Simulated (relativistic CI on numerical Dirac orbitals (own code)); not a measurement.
Hyperfine structure of Gd⁵⁷⁺, mass number 157

Method of calculation: Dirac-Coulomb-Breit CI, separate exchange-only KLI orbitals for each configuration, QED by a radiative potential, unscaled Slater integrals (own radial code, finite nucleus).

Configurations in the expansion (outside the closed core 1s2): 2s2 2p3, 2s 2p4, 2p5, 2p4 3s, 2p4 3p, 2p4 3d, 2s2 2p2 3s, 2s2 2p2 3p, 2s2 2p2 3d, 2s 2p3 3s, 2s 2p3 3p, 2s 2p3 3d, 2s2 2p2 4s, 2s2 2p2 4p, 2s2 2p2 4d, 2s2 2p2 4f. Levels of other configurations are missing.

Nuclear spin I = 3/2, μ = -0.3398 μN, Q = 1.35 b (tables of Stone and Pyykkö). The electronic factors are computed for point nuclear moments, without core polarisation or the Bohr-Weisskopf and QED corrections.

| Level | E (Ry) | A (GHz) | B (GHz) |
| --- | --- | --- | --- |
| 2s2 2p3 2D°_5/2 | 53.642 | -274.8 | -3.1 |
| 2s2 2p3 2P°_1/2 | 56.674 | -896.7 |  |
| 2s 2p4 4P_5/2 | 72.425 | -654.7 | 244 |
| 2s 2p4 2S_1/2 | 78.865 | -2788 |  |
| 2s2 2p3 2P°_3/2 | 108.789 | -121.7 | -1420 |
| 2s 2p4 4P_3/2 | 126.137 | -662.4 | -1060 |
| 2s 2p4 2D_5/2 | 128.931 | -814.4 | -1610 |
| 2s 2p4 2P_1/2 | 132.640 | 1004 |  |

Levels with J = 0, under 50 % of one LS term, or S terms without an open s electron are left out. Small factors come from cancelling terms and can be off by tens of per cent or more.

At this charge energies of transitions that change n are usually good to better than 1 %, and those within a shell (Δn = 0) to a few per cent.

(1) Give the hyperfine levels of 2s2 2p3 2P°_1/2 relative to its centre of gravity.

Answers

(1) With K = F(F + 1) − I(I + 1) − J(J + 1), E = AK/2: F = 1: 1121, F = 2: -672.5 GHz.

LS names give the leading component of a level, which can be under half, so a name can repeat, a term be missing and a line seem to break the LS rules.
